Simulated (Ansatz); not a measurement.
Input file for Ansatz (an electronic-structure program): U-PBE0/def2-TZVPP on HfF, 2S+1 = 4, a spin state set in the input, which need not be the lowest, a point of a bond scan (R = 1.898 Å). Elements past Kr take the def2 small-core potentials; no spin–orbit coupling.

Ansatz 0.2 input:
```yaml
crystal:
  periodic: [false, false, false]
  atoms:
    - {symbol: Hf, position_ang: [0.00000000, 0.00000000, 0.00000000]}
    - {symbol: F, position_ang: [0.00000000, 0.00000000, 1.89846000]}
basis:
  gaussian:
    orbitals: def2-TZVPP
    pivot_positions_ang: [[0.00000000, 0.00000000, 0.00000000], [0.00000000, 0.00000000, 1.89846000]]
hamiltonian:
  xc: {name: PBE0}
magnetization: {spin_polarized: true, initial_magnetization: 3}
output: {forces: true, orbitals: {seedname: ./end}}
```

Give the final energy of this run.

-147.7342 hartree.

How many basis functions does it have, and what does it roughly cost on one machine?

87 functions; around 11 core-seconds (rough).
